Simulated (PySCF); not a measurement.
C3H9Cl3Si2, SMILES C[Si](C)(C)[Si](Cl)(Cl)Cl at its GFN2-xTB optimised geometry (Å):

```
17

C     -0.9366    -1.5973     1.5308
Si    -0.2838    -0.6644     0.0000
C     -0.9356     1.1286     0.0000
C      1.6241    -0.6644     0.0000
Si    -1.0472    -1.7502    -1.9338
Cl    -0.4212    -0.8513    -3.6537
Cl    -3.0813    -1.8209    -2.0571
Cl    -0.4186    -3.6856    -2.0637
H     -2.0224    -1.6196     1.5466
H     -0.6060    -1.1285     2.4531
H     -0.5889    -2.6262     1.5444
H     -2.0214     1.1545    -0.0131
H     -0.5858     1.6760    -0.8705
H     -0.6064     1.6714     0.8813
H      2.0214    -0.1687     0.8810
H      2.0195    -1.6760    -0.0119
H      2.0193    -0.1494    -0.8708
```

Calculation: PySCF 2.14.0 with B3LYP/def2-SVP. Cells within 0.4 Å of a nucleus heavier than hydrogen are left out (blank, or x).

Map of the deformation density (molecule minus spherical neutral atoms) (e/bohr³) on the plane z = 1.5 Å:

```
|0000000000000000000000000000000|
|0000000000000000000000000000000|
|0000000000000000000000000000000|
|0000000000000000000000000000000|
|0000000000000000000000000000000|
|0000000000000000000000000000000|
|0000000000000000000000000000000|
|0000000000000000000000000000000|
|0000000000000000000000000000000|
|0000000000000000000000000000000|
|0000000000000000000000000000000|
|0000000000000000000000000000000|
|0000000000000000000000000000000|
|0000000000000000000000000000000|
|0000000000000000000000000000000|
|0000000000000000000000000000000|
|0000000000000000000000000000000|
|0000000000000000000000000000000|
|0000000000001110000000000000000|
|0000000013324310000000000000000|
|00000000498xxx00000000000000000|
|00000000387xxx00000000000000000|
|0000000012237830000000000000000|
|0000000000027941000000000000000|
|0000000000013510000000000000000|
|0000000000000000000000000000000|
|0000000000000000000000000000000|
|0000000000000000000000000000000|
|0000000000000000000000000000000|
|0000000000000000000000000000000|
|0000000000000000000000000000000|
```
Scale: ten equal steps from -0.009 (start of '0') to 0.093 (end of '9'), in the order '0123456789'; x runs from -4.50 to 4.50, y from -4.50 (bottom) to 4.50 (top).
